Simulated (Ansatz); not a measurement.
Reaction (silylene formation by 1,1-elimination): `B[SiH2]OCC` → `BOCC` + `[SiH2]`

Computed with Ansatz on PBE0-D4/def2-TZVP structures; ΔE is electronic, products minus reactants. CCSD(T)/CBS adds triple-zeta CCSD(T) − MP2 to the extrapolated MP2 energy (def2 sets, frozen cores). This one scheme is used for every species. DFT in def2-TZVPP. HSE06 is defined as in plane-wave codes. One conformer a species, not always the lowest.

| level | ΔE (kJ/mol) |
| --- | --- |
| LDA (SPW92) | 160.9 |
| HSE06-D4 | 155.1 |
| CAM-B3LYP-D4 | 144.8 |
| r2SCANh | 162.7 |
| BHLYP | 141.0 |
| RPA@PBE/def2-TZVPP | 118.8 |
| CCSD(T)/def2-TZVPP | 137.1 |
| CCSD/CBS(def2) | 144.3 |

**Question.** What does CCSD(T)/CBS give? (An estimate is asked.)

**Answer.** Ansatz gave: +145.7 kJ/mol. The listed levels differ from it by 15.2, 9.4, -0.9, 17.0, -4.7, -26.9, -8.6, -1.4 kJ/mol.

Largest T1 diagnostic among the species: 0.014.

The D4 term adds +12.5 kJ/mol with B3LYP and +6.9 kJ/mol with PBE0; it sums over pairs of atoms, weighted by their polarisabilities, and B3LYP, whose exchange is more repulsive, gets the larger term. Leaving LDA and LC-ωPBE aside and taking each functional with its dispersion term where it has one, the values, not all of them listed here, spread over 39.6 kJ/mol, from BLYP-D4 to r2SCAN0-D4. LDA lies +24.2 kJ/mol from PBE without D4. At CCSD(T), def2-SVP lies −43.4 kJ/mol from the extrapolated value and def2-TZVPP −8.5 kJ/mol.

B3LYP here is the variant with VWN-RPA as its local correlation; programs differ in this.
